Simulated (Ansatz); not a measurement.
The same molecule with X = V, Nb, Ta. Ansatz, PBE0-D4/def2-TZVP geometries, multiplicity 1. Each molecule was computed in one conformer, which needn't be the lowest.

Elements past krypton have def2 core potentials. Scalar relativity is left out up to krypton.

```
 X                       molecule  mean X–N bond length / Å  mean X–O bond length / Å  HOMO energy (ωB97M-V/def2-TZVPP) / eV  HOMO–LUMO gap (PBE0/def2-TZVPP) / eV  LUMO energy (ωB97M-V/def2-TZVPP) / eV
 V   `[NH]=[V]([NH2])([NH2])[OH]`                     1.761                     1.783                                  -8.95                                  5.52                                   1.02
Ta  `[NH]=[Ta]([NH2])([NH2])[OH]`                     1.919                     1.921                                  -9.30                                  7.15                                   1.38
```

Give the row for X = Nb, `[NH]=[Nb]([NH2])([NH2])[OH]`. (Estimate.)

Ansatz gave: 
```tsv
X	molecule	mean X–N bond length / Å	mean X–O bond length / Å	HOMO energy (ωB97M-V/def2-TZVPP) / eV	HOMO–LUMO gap (PBE0/def2-TZVPP) / eV	LUMO energy (ωB97M-V/def2-TZVPP) / eV
Nb	`[NH]=[Nb]([NH2])([NH2])[OH]`	1.906	1.915	-9.21	6.78	1.07
```

From V to Ta the mean X–N bond length rises at each step, by 0.158 Å in all; the mean X–O bond length rises at each step, by 0.138 Å in all; the HOMO energy (ωB97M-V/def2-TZVPP) falls at each step, by 0.35 eV in all; the HOMO–LUMO gap (PBE0/def2-TZVPP) rises at each step, by 1.63 eV in all; the LUMO energy (ωB97M-V/def2-TZVPP) rises at each step, by 0.36 eV in all.
